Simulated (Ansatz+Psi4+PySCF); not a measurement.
Values are calculated unless marked as measured or tabulated.
## Psi4 1.11 run

```
molecule {
0 6
Mn 0.000000 0.000000 0.000000
O 0.000000 0.000000 1.646000
}

set basis cc-pVTZ
set reference rohf
set scf_type pk
energy('scf')
```

The input is written out from the run's settings.

The run gave:

```
Converged                                                          : yes
Total energy                                                       : -1224.63789 hartree
Spin squared of the determinant                                    : 8.750
Occupied orbitals by symmetry in an Abelian subgroup (alpha; beta) : 10 A1 1 A2 4 B1 4 B2; 8 A1 3 B1 3 B2
```

Caution: other spin multiplicities were not run; an unrestricted determinant lies well below.
